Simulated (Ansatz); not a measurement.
Species: bis(prop-2-enyl)borinic acid, C₆H₁₁BO, charge 0, multiplicity 1. SMILES: C=CCB(O)CC=C
Geometry from a B3LYP-D3(BJ)/def2-TZVP (Ansatz, a first-principles code) optimisation:
```xyz
19

C      2.6472     1.5561     1.4393
C      1.6666     0.6691     1.5620
C      1.4977    -0.5579     0.7202
B      0.2099    -0.5519    -0.1959
O      0.3112    -1.1214    -1.4226
C     -1.1659     0.1094     0.2648
C     -2.3427    -0.3560    -0.5291
C     -2.7598     0.1748    -1.6766
H      2.6985     2.4351     2.0686
H      3.4357     1.4310     0.7056
H      0.9025     0.8439     2.3154
H      1.3905    -1.4333     1.3792
H      2.3872    -0.7374     0.1118
H     -0.5290    -1.0958    -1.9063
H     -1.0222     1.1910     0.1444
H     -1.3221    -0.0521     1.3346
H     -2.8468    -1.2459    -0.1607
H     -2.3005     1.0669    -2.0893
H     -3.5913    -0.2455    -2.2270
```

Quantity: atomisation energy (electronic, to ground-state atoms); the coupled-cluster value holds the core correlation from cc-pwCVTZ, in kcal/mol. Correlated levels leave the core frozen unless marked. UHF or UKS for open shells. Spin-orbit coupling is left out. Non-relativistic. CBS marks a two-point X^-3 extrapolation of the correlation energy; Hartree-Fock from the larger set. [CCSD(T)-MP2]/basis is that difference in the basis named.

Level to compare with: RI-MP2/CBS(aug-cc-pVTZ,aug-cc-pVQZ)+[CCSD(T)-MP2]/aug-cc-pVTZ plus the core term (Ansatz), 1937.9 kcal/mol. It is a level with limits of its own, and the differences hold the functionals' basis error too.

Question: Rank these functionals by how close they come to RI-MP2/CBS(aug-cc-pVTZ,aug-cc-pVQZ)+[CCSD(T)-MP2]/aug-cc-pVTZ, closest first: BLYP/def2-TZVPD (Ansatz); SVWN5/def2-TZVPD (Ansatz); CAM-B3LYP/def2-TZVPD (Ansatz).

Answer: CAM-B3LYP/def2-TZVPD (range-separated hybrid, 1931.9 kcal/mol, difference -6.0), BLYP/def2-TZVPD (GGA, 1907.7 kcal/mol, difference -30.2), SVWN5/def2-TZVPD (LDA, 2204.5 kcal/mol, difference 266.6)
